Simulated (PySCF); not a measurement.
# Shieldings and the share of exact exchange

Molecule: `InChI=1S/C2H7BO/c1-3-4-2/h3H,1-2H3`.

Bonds (- single, = double, # triple, : aromatic): C1-B2 1.565 Å, B2-O3 1.347 Å, O3-C4 1.403 Å. C1 carries H5, H6, H7; B2 carries H8; C4 carries H9, H10, H11.

GIAO shieldings (ppm, equivalent atoms averaged) in PySCF 2.14 on the PBE0-D3(BJ)/def2-SVP geometry, basis pcSseg-2, gas phase, non-relativistic:

```tsv
functional	exact exchange (%)	σ(C4)	σ(B2)	σ(O3)
BLYP	0	109.1	40.6	123.5
BP86	0	113.3	43.3	127.0
PBE	0	113.5	42.2	124.8
B3LYP	20	115.0	44.9	140.0
PBE0	25	120.4	47.7	145.4
mPW1PW91	25	119.8	47.8	146.4
HF	100	134.3	64.5	197.4
```

**Question.** Fit each shielding as a line in the percentage of exact exchange.

**Answer.** σ(C4) = 112.5 + 0.22 x (rms 1.9 ppm); σ(B2) = 41.8 + 0.23 x (rms 0.9 ppm); σ(O3) = 125.9 + 0.72 x (rms 1.6 ppm). The functionals also differ in their semilocal parts, which the line can't hold; Hartree–Fock has no correlation at all.

**Question.** What does the line predict for BHandHLYP (50 %), and what does the run give?

**Answer.** σ(C4): 123.5 predicted, 122.7 computed; σ(B2): 53.3 predicted, 51.6 computed; σ(O3): 161.9 predicted, 162.7 computed ppm.
